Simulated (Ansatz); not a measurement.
The first iterations of a band of BH4NO + BrH (9 atoms, charge 0, multiplicity 1).

Method: RKS PBE0/def2-SVP in Ansatz.

```
movable images  : 7
climbing image  : yes
spring          : 5.0 eV/Å²
optimiser       : quadratic models (default)
start path      : straight line
force threshold : 0.05 eV/Å
iteration limit : 60
end points      : relaxed
```

Initial state:

```xyz
9
Properties=species:S:1:pos:R:3
B 0.129 -0.455 0.260
N 0.010 -0.075 1.623
H -0.855 -0.216 2.129
H 0.828 -0.050 2.222
O 1.374 -0.533 -0.276
H 1.364 -0.734 -1.215
H -0.873 -0.664 -0.387
Br -0.466 3.273 1.365
H -0.242 1.836 1.426
```

Final state:

```xyz
9
Properties=species:S:1:pos:R:3
B -0.038 0.230 0.229
N 0.084 0.087 1.834
H -0.835 0.142 2.274
H 0.542 -0.791 2.090
O 1.301 0.230 -0.195
H 1.370 0.200 -1.152
H -0.795 -0.641 -0.171
Br -1.010 2.056 0.060
H 0.649 0.868 2.178
```

| iteration | highest image above the first end (eV) | largest band force component (eV/Å) |
| --- | --- | --- |
| 1 | 1.883 | 10.622 |
| 2 | 0.600 | 1.426 |
| 3 | 0.481 | 0.929 |
| 4 | 0.444 | 2.112 |
| 5 | 0.357 | 0.677 |

Problem. Does the band converge within its limit, and where does its top end?

Solution. The forces met the threshold. It ended after 16 iterations with the highest image 0.373 eV above the first end. Another band between the same ends (7 images) ends at a top of the same energy, where a vibrational analysis finds 1 clearly imaginary mode. The orbitals stay closed-shell, which can raise the energy where a bond breaks towards radicals; this wasn't checked here.

Time of the run: 4.5 min on 2 threads of Arm Neoverse V1, on a shared host, peak memory 0.22 GiB.
